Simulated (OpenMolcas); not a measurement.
**Ir6+: moving or changing the point charges**

Ir6+ among 4 point charges of -2 e arranged as a tetrahedron (Td), 2.25 Å from the ion.

```json
{
 "Program": "OpenMolcas 26.06",
 "Method": "SS-CASPT2, IPEA 0.25 Eh, imaginary shift 0.1 Eh (closed shells correlated: 4f 5s 5p)",
 "Basis": "ANO-RCC-VDZP [7s6p4d2f]",
 "Scalar Hamiltonian": "DKH2, point nucleus",
 "Active space": "3 electrons in 5 orbitals (5d)",
 "State averaging": "2S+1 = 4 even, 10 roots; 2S+1 = 2 even, 40 roots",
 "Spin-orbit coupling": "state interaction with AMFI integrals over the reference wave functions"
}
```

Runs around this geometry, states (labels of Td). Energies in cm-1 above the lowest state or level, χT in cm3 K/mol; under a threefold ground state the first gap can be a small split of the lowest multiplet, not the spin-orbit step.

```json
{"R (Å)": "2.25", "q (e)": "-1.6", "Ground state": "4T1", "First state of that spin": "4T2 920", "First gap with spin-orbit (degeneracies)": "7840 (4, 2)", "χT at 300 K": "0.128", "First state of another spin": "2E 15080"}
{"R (Å)": "2.15", "q (e)": "-2", "Ground state": "4T1", "First state of that spin": "4T2 1600", "First gap with spin-orbit (degeneracies)": "7650 (4, 2)", "χT at 300 K": "0.126", "First state of another spin": "2E 15080"}
{"R (Å)": "2.25", "q (e)": "-2", "Ground state": "4T1", "First state of that spin": "4T2 1070", "First gap with spin-orbit (degeneracies)": "7780 (4, 2)", "χT at 300 K": "0.128", "First state of another spin": "2E 15040"}
{"R (Å)": "2.47", "q (e)": "-2", "Ground state": "4T1", "First state of that spin": "4T2 770", "First gap with spin-orbit (degeneracies)": "7910 (4, 2)", "χT at 300 K": "0.129", "First state of another spin": "2T2 15030"}
```

Scaling the charges by -1.6 / -2 = 0.80 scales the first state of the same spin by 920 / 1070 = 0.86; with fixed orbitals a first-order splitting would follow the charge.

Roots that are degenerate in the reference are averaged as groups; the widest CASPT2 spread within a group is 320 cm-1 (the 3-fold group of multiplicity 4 near 770 cm-1 above the lowest state of its run, R = 2.47, q = -2). Shifts and gaps below about the spread of the groups concerned are not significant. Point charges give a weaker field than real ligands, and real ions of this kind are as a rule low spin; the high spin found here belongs to the model. The ground term spreads over less than 5000 cm-1, several times less than with real ligands, so orbital moments are less quenched and χT lies further from the spin-only value than at real sites. Free-ion shares, where given, are those of the reference states; single-state CASPT2 does not remix them. Spin-orbit coupling mixes the spin-free states strongly: the lowest level takes only 39 % from its leading state, 4T1 (figures for R = 2.25, q = -1.6; the like holds for R = 2.15, q = -2, R = 2.25, q = -2, R = 2.47, q = -2). Point charges carry no covalency, so the field is a model and not that of real ligands. No measured value stands beside these numbers.
